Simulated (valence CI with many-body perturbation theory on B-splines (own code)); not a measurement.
# S10+: key properties

Calculated by configuration interaction combined with many-body perturbation theory (CI+MBPT): four valence electrons over a frozen Dirac-Fock core [He], radial functions for each j: 11 s, 11 p, 9 d, 7 f, 5 g, 2 h, 1 i, with the one-electron correlation potential Σ1, the two-electron term Σ2, the three-electron term Σ3, Breit, model QED; selected CI, second order for the rest, scaled by the run's own slope (own B-spline code, finite nucleus).

No measured levels were compared; by estimate levels of excited configurations hold to 0.05 to 0.15 % of their energy, terms of the ground configuration to about 0.5 %. Among the levels kept, up to 250 cm⁻¹ of a level comes from second order outside the variational space, and about a tenth of that is noise between levels of different J, which matters for small intervals.

Rates and lifetimes use the calculated energies. Strong lines usually hold to 10 to 20 %, long lifetimes can be off by a factor of two.

Task: What is the ground level?

Result: 2s2 2p2 3P_0, composition 98 % 2s2 2p2 3P.

Task: What is the ionisation energy?

Result: 504.79 eV; NIST lists 504.55 ± 0.12 eV (semi-empirical).

Task: Among levels below 2738300 cm⁻¹, which E1 lines absorb most strongly from the ground level?

Result: to 2s2 2p 3d 3D°_1 at 3.924 nm, f = 1.12; to 2s 2p2 3p 3D°_1 at 3.773 nm, f = 0.196; to 2s 2p3 3S°_1 at 18.67 nm, f = 0.0766.

Task: How is the term 3P of the ground level split?

Result: J = 0 at 0, J = 1 at 5202, J = 2 at 12378 cm⁻¹.

Task: How well does LS coupling describe the low levels?

Result: Among the lowest 20 levels the leading LS term, summed over configurations, holds 99 % on average. For single configurations the figures are 98 % in LS and 69 % in jj coupling. Terms hardly mix: every one of these levels is at least 95 % one term.
